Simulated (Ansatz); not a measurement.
`[F][GaH][Br]` + H₂O → `[OH][GaH][Br]` + H–F at 400 K and 1 bar (formal hydrolysis of a Ga–F bond).

Program: Ansatz. Geometries: PBE0-D4/def2-TZVP. ΔE: electronic, gas phase. CBS: MP2 limit from def2 TZ/QZ plus the TZ coupled-cluster correction, frozen cores. This one scheme is used for every species. For Br, Ga outer-core shells are correlated without core-valence functions, which leaves a few kJ/mol of doubt a bond. Scalar relativity is left out up to krypton. One conformer a species, not always the lowest.

```tsv
species	CCSD(T)/CBS energy (Eh)	H − E (kJ/mol)	S (J/(mol·K))
`[F][GaH][Br]`	-4597.74300	46.2	325.2
H₂O	-76.37941	69.8	198.6
`[OH][GaH][Br]`	-4573.71961	79.1	332.9
H–F	-100.39570	36.5	182.2
```

H − E and S are ideal-gas, rigid-rotor, harmonic terms from PBE0-D4/def2-TZVP, for one conformer and one mirror image of each species. 1 Eh = 2625.50 kJ/mol, R = 8.31446 J/(mol·K).

Question: By hand: ΔE, ΔH, ΔS and ΔG.

Answer: ΔE = (-4573.71961) + (-100.39570) − (-4597.74300) − (-76.37941) = 0.00710 Eh = 18.6 kJ/mol. Δ(H − E) = 79.1 + 36.5 − 46.2 − 69.8 = -0.4, so ΔH = 18.2 kJ/mol. ΔS = 332.9 + 182.2 − 325.2 − 198.6 = -8.7 J/(mol·K). ΔG = 18.2 − 400 × (-8.7)/1000 = 21.7 kJ/mol.

Question: By hand: the equilibrium constant, and the temperature at which ΔG would vanish if ΔH and ΔS stayed fixed.

Answer: log₁₀ K = −ΔG/(RT ln 10) = -2.8. ΔH and −TΔS have one sign here, so there is no such temperature.

The number of gas molecules stays the same, so ΔS is small and ΔH decides. A doubt of 5 kJ/mol in ΔE shifts log₁₀ K by 0.7 here. Other conformers and mirror images would add mixing entropy, several J/(mol·K) or more a flexible species. These are equilibria of isolated gas molecules and say nothing of rates. Largest T1 diagnostic: 0.012 (customary marks: 0.02 for closed shells, 0.045 for open ones).

ΔS is within the doubt of such terms, so its sign, and with it that verdict, could turn.
